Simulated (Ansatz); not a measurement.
Cartesian coordinates (Å):
```xyz
30

C      2.1604    -3.2318    -0.1681
C      1.9638    -1.7558    -0.0680
N      2.7864    -0.8825    -0.6303
N      2.2883     0.3401    -0.3287
C      3.0260     1.5201    -0.7245
C      1.1436     0.2889     0.4036
C      0.4600     1.5054     0.9261
C      0.8823    -1.0800     0.5785
N     -0.0675    -1.7659     1.3448
N     -1.2696    -1.4374     1.4502
C     -1.8966    -0.4579     0.6312
C     -2.7889     0.4308     1.2498
C     -3.5081     1.3502     0.4861
C     -3.3795     1.3614    -0.9064
C     -2.5254     0.4430    -1.5289
C     -1.7821    -0.4605    -0.7705
H      1.9151    -3.7113     0.7917
H      1.4978    -3.6769    -0.9296
H      3.1993    -3.4589    -0.4439
H      2.3704     2.2406    -1.2364
H      3.4914     2.0152     0.1439
H      3.8132     1.1909    -1.4124
H      1.1751     2.3195     1.1164
H     -0.3074     1.8736     0.2248
H     -0.0534     1.2759     1.8682
H     -2.8986     0.3868     2.3353
H     -4.1867     2.0505     0.9792
H     -3.9540     2.0706    -1.5064
H     -2.4388     0.4296    -2.6182
H     -1.1167    -1.1741    -1.2576
```
Charge 0, spin multiplicity 1.

Method: frozen-core CCSD(T)/def2-SVP // B3LYP-D3(BJ)/def2-SVP (Ansatz, a quantum-chemistry and plane-wave program). The restricted HF reference is unstable towards unrestricted orbitals.

HF energy: -679.76086 Ha
MP2 correlation energy: -2.25888 Ha

### Question
Estimate the CCSD correlation energy, the (T) correction, the total energy and the T1 diagnostic.

### Answer

- CCSD correlation energy: -2.34224 Ha
- (T) correction: -0.10355 Ha
- CCSD(T) total energy: -682.20665 Ha
- T1 diagnostic: 0.012
